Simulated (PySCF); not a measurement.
CH7BO4Si (SMILES C[Si](O)(O)B(O)O), singlet, at a GFN2-xTB geometry, with bond 8-2 at 1.4 times its length; CASSCF(2,2)+NEVPT2/STO-3G (PySCF).

Here is a job for PySCF.
```python
from pyscf import gto, scf, mcscf, mrpt
import numpy

mol = gto.Mole()
mol.atom = '''
    Si   -0.597614   -0.150612    0.046708
    C    -1.856516    1.288755   -0.090824
    O    -1.140493   -1.357235   -0.945477
    O    -0.688936   -0.822323    1.544333
    B     1.307763    0.294799   -0.153904
    O     1.763787    0.789579   -1.328926
    O     2.234885    0.128955    0.829316
    H    -3.288160    0.776963   -0.021992
    H    -1.728261    2.011184    0.709145
    H    -1.746863    1.824906   -1.028565
    H    -1.158085   -1.217187   -1.886805
    H    -1.483703   -1.287466    1.797389
    H     2.707194    0.970166   -1.330874
    H     1.901770   -0.234549    1.647960
'''
mol.basis = 'sto-3g'
mol.charge = 0
mol.spin = 0
mol.verbose = 4
mol.build()

mf = scf.RHF(mol)
mf.kernel()
mc = mcscf.CASSCF(mf, 2, 2)
mc.fix_spin_(ss=0.0)
mc.kernel()
occ = numpy.linalg.eigvalsh(mc.fcisolver.make_rdm1(mc.ci, mc.ncas, mc.nelecas))[::-1]
ss = mc.fcisolver.spin_square(mc.ci, mc.ncas, mc.nelecas)[0]
print('natural occupations', occ.round(4), ' <S^2>', round(ss, 4))
e2 = mrpt.NEVPT(mc).kernel()
print('E(NEVPT2) = %.10f' % (mc.e_tot + e2))
```

Task: What does PySCF print? Leave out banner, timings and long lists.

Result: 
```
PySCF version 2.14.0

[INPUT] verbose = 4
[INPUT] num. atoms = 14
[INPUT] num. electrons = 64
[INPUT] charge = 0
[INPUT] spin (= nelec alpha-beta = 2S) = 0
[INPUT] symmetry False subgroup None
[INPUT] Mole.unit = angstrom
[INPUT] Symbol           X                Y                Z      unit          X                Y                Z       unit  Magmom
[...]
nuclear repulsion = 384.312860509734
number of shells = 30
number of NR pGTOs = 138
number of NR cGTOs = 46
basis = sto-3g
ecp = {}

******** <class 'pyscf.scf.hf.RHF'> ********
method = RHF
initial guess = minao
damping factor = 0
level_shift factor = 0
DIIS = <class 'pyscf.scf.diis.CDIIS'>
diis_start_cycle = 1
diis_space = 8
diis_damp = 0
SCF conv_tol = 1e-09
SCF conv_tol_grad = None
SCF max_cycles = 50
direct_scf = True
direct_scf_tol = 1e-13
Set gradient conv threshold to 3.16228e-05
Initial guess from minao.
init E= -647.665142512695
[...]
cycle= 1 E= -646.667023628449  delta_E= 0.998  |g|= 0.764  |ddm|= 4.46
[...]
cycle= 2 E= -646.870647454413  delta_E= -0.204  |g|= 0.206  |ddm|=  1.3
[...]
cycle= 3 E= -646.884654679539  delta_E= -0.014  |g|= 0.0386  |ddm|= 0.307
[...]
cycle= 4 E= -646.885398868997  delta_E= -0.000744  |g|= 0.00725  |ddm|= 0.0821
[...]
cycle= 5 E= -646.885426769751  delta_E= -2.79e-05  |g|= 0.00184  |ddm|= 0.0161
[...]
cycle= 6 E= -646.8854289776  delta_E= -2.21e-06  |g|= 0.000558  |ddm|= 0.0044
[...]
cycle= 7 E= -646.88542919596  delta_E= -2.18e-07  |g|= 0.000143  |ddm|= 0.00149
[...]
cycle= 8 E= -646.885429211834  delta_E= -1.59e-08  |g|= 3.2e-05  |ddm|= 0.000403
[...]
cycle= 9 E= -646.885429212713  delta_E= -8.79e-10  |g|= 6.25e-06  |ddm|= 9.89e-05
[...]
Extra cycle  E= -646.885429212743  delta_E= -3e-11  |g|= 2.92e-06  |ddm|= 1.33e-05
converged SCF energy = -646.885429212743

******** <class 'pyscf.mcscf.mc1step.CASSCF'> ********
CAS (1e+1e, 2o), ncore = 31, nvir = 13
max_cycle_macro = 50
max_cycle_micro = 4
conv_tol = 1e-07
conv_tol_grad = None
orbital rotation max_stepsize = 0.02
orbital rotation threshold for CI restart = 0.01
augmented hessian ah_max_cycle = 30
augmented hessian ah_conv_tol = 1e-12
augmented hessian ah_linear dependence = 1e-14
augmented hessian ah_level shift = 1e-08
augmented hessian ah_start_tol = 2.5
augmented hessian ah_start_cycle = 3
augmented hessian ah_grad_trust_region = 3
kf_trust_region = 3
kf_interval = 4
ci_response_space = 4
ci_grad_trust_region = 3
with_dep4 0
natorb = False
canonicalization = True
sorting_mo_energy = False
[...]
CASCI E = -646.885725312442  S^2 = 0.0000000
CASSCF energy = -646.895894553380
CASCI E = -646.895894553380  E(CI) = -2.17600155667094  S^2 = 0.0000000
[...]
natural occupations [1.99 0.01]  <S^2> 0.0

******** <class 'pyscf.mrpt.nevpt2.NEVPT'> ********
NEVPT2 (1e+1e, 2o), ncore = 31, nvir = 13
root = 0
Natural occ [1.98997627 0.01002373]
Natural orbital (expansion on meta-Lowdin AOs) in CAS space
               #1        #2
0 Si 1s          0.00011   0.00013
0 Si 2s         -0.00064  -0.00127
0 Si 3s          0.04508   0.03044
0 Si 2px        -0.00233  -0.00273
0 Si 2py        -0.00123  -0.00133
0 Si 2pz         0.00184   0.00208
0 Si 3px         0.05992   0.03961
0 Si 3py         0.01587   0.00787
0 Si 3pz        -0.00010   0.01359
1 C 1s           0.00012   0.00006
1 C 2s          -0.00668  -0.00163
1 C 2px         -0.00528   0.00057
1 C 2py          0.00840   0.00202
1 C 2pz         -0.00224  -0.00392
2 O 1s           0.00007   0.00005
2 O 2s          -0.00237  -0.00083
2 O 2px         -0.01287  -0.00489
2 O 2py         -0.00258   0.00839
2 O 2pz         -0.00153  -0.00144
3 O 1s           0.00023   0.00027
3 O 2s          -0.01687  -0.02052
3 O 2px         -0.00722  -0.00713
3 O 2py         -0.00732  -0.01201
3 O 2pz          0.01794   0.02803
4 B 1s           0.01166   0.00927
4 B 2s          -0.27167  -0.48294
4 B 2px         -0.22136  -0.28188
4 B 2py         -0.18094  -0.23368
4 B 2pz          0.39762   0.51268
5 O 1s          -0.00095  -0.00595
5 O 2s          -0.25790   0.32942
5 O 2px          0.15588  -0.14292
5 O 2py          0.27265  -0.17539
5 O 2pz         -0.70583   0.42861
6 O 1s          -0.00083  -0.00165
6 O 2s           0.05269   0.08940
6 O 2px          0.01744   0.02455
6 O 2py          0.01585   0.02271
6 O 2pz         -0.04053  -0.05456
7 H 1s           0.00881   0.00416
8 H 1s          -0.00079  -0.00140
9 H 1s          -0.00033   0.00033
10 H 1s          0.00078   0.00051
11 H 1s          0.01518   0.01771
12 H 1s          0.08446  -0.01206
13 H 1s         -0.05944  -0.09736
<CAS-nat-orb|mo-hf>  32     19       0.40610054
<CAS-nat-orb|mo-hf>  32     25      -0.57605902
<CAS-nat-orb|mo-hf>  33     45      -0.58425644
<CAS-nat-orb|mo-hf>  33     46       0.55716803
Sr    (-1)',   E = 0.00000000000007
Si    (+1)',   E = -0.00000000000102
Sijrs (0)  ,   E = -0.24965202583230
Sijr  (+1) ,   E = -0.00519251744786
Srsi  (-1) ,   E = -0.00229684482442
Srs   (-2) ,   E = -0.00036133809717
Sij   (+2) ,   E = -0.00083141648786
Sir   (0)' ,   E = -0.02071377987630
Nevpt2 Energy = -0.279047922566856
E(NEVPT2) = -647.1749424759
```
